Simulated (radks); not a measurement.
Task: These are the eigenvalues of the occupied orbitals of an atom or ion with whole-number occupations (eV). Calculated with a radial shooting solver on a logarithmic mesh with Libxc functionals: scalar-relativistic Kohn-Sham, LDA (Slater exchange, Perdew-Wang correlation), spin-polarised, spherical densities, point nucleus.

| orbital | eigenvalue |
|---|---|
| 1s down | -4400.902 |
| 1s up | -4400.896 |
| 2s up | -488.5731 |
| 2s down | -488.3006 |
| 2p up | -403.6373 |
| 2p down | -403.4234 |
| 3s up | -70.5449 |
| 3s down | -69.6917 |
| 3p up | -49.3509 |
| 3p down | -48.5027 |
| 3d up | -18.4920 |

Which element is it, and in what charge state? The configuration may be excited. Open shells, if any, are filled with parallel spins first.

Result: Z = 21, scandium, charge +2: Sc2+ in [Ar] 3d1. The list shows which subshells hold electrons but not how many an open one holds; the 1s level, -161.73 hartree, gives Z - s = 18.0 by -(Z - s)^2/2, which with screening and relativity narrows Z to a few neighbours, and the depths of the outer levels then fix element, charge and occupations together.
